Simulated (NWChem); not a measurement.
# AlH$_{3}$; SMILES [AlH3]

```xyz
4

Al     0.0000     0.0000     0.0000
H      1.1243     1.1243     0.0000
H      0.4115    -1.5358     0.0000
H     -1.5358     0.4115     0.0000
```
Atoms are numbered in this order, from 1.

Geometry: optimised at PBE0/def2-SVP. B3LYP is NWChem's, with the RPA form of VWN correlation.

Give the principal values of the shielding tensors (ppm) of Al1 from B3LYP/def2-TZVP, GIAO (NWChem), with their diamagnetic and paramagnetic parts as GIAO splits them.


```tsv
atom	σ11	σ22	σ33	isotropic	diamagnetic	paramagnetic
Al1	210.2	210.2	397.6	272.7	795.2	-522.5
```
